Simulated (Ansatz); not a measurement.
Start from `FC[BH][SnH3]` and change one atom or group to get `FCBI`.

Ansatz, PBE0-D4/def2-TZVP geometries, multiplicity 1. Each molecule was computed in one conformer, which needn't be the lowest.

Elements past krypton have def2 core potentials.  Spin–orbit coupling is left out; it splits and shifts lone-pair levels of the heavy atoms by tenths of an eV.

```tsv
property	`FC[BH][SnH3]`
size of the dipole moment (B3LYP/def2-TZVPP) / D	2.21
HOMO–LUMO gap (PBE/def2-TZVPP) / eV	3.61
HOMO–LUMO gap (PBE0/def2-TZVPP) / eV	5.70
HOMO energy (PBE0/def2-TZVPP) / eV	-7.97
HOMO–LUMO gap (B3LYP/def2-TZVPP) / eV	5.32
size of the dipole moment (ωB97M-V/def2-TZVPP) / D	2.20
```

(1) Give the same properties after the change, and the shifts. (An estimate is asked.)

Answers

(1) The calculation gave: 
```json
{"property": "size of the dipole moment (B3LYP/def2-TZVPP) / D", "`FCBI`": "1.81", "shift": "-0.40"}
{"property": "HOMO–LUMO gap (PBE/def2-TZVPP) / eV", "`FCBI`": "3.63", "shift": "0.02"}
{"property": "HOMO–LUMO gap (PBE0/def2-TZVPP) / eV", "`FCBI`": "5.66", "shift": "-0.04"}
{"property": "HOMO energy (PBE0/def2-TZVPP) / eV", "`FCBI`": "-7.57", "shift": "0.40"}
{"property": "HOMO–LUMO gap (B3LYP/def2-TZVPP) / eV", "`FCBI`": "5.25", "shift": "-0.07"}
{"property": "size of the dipole moment (ωB97M-V/def2-TZVPP) / D", "`FCBI`": "1.88", "shift": "-0.32"}
```

Dipoles are sizes alone; their direction can turn.

B3LYP here is the variant with VWN-RPA as its local correlation; programs differ in this.
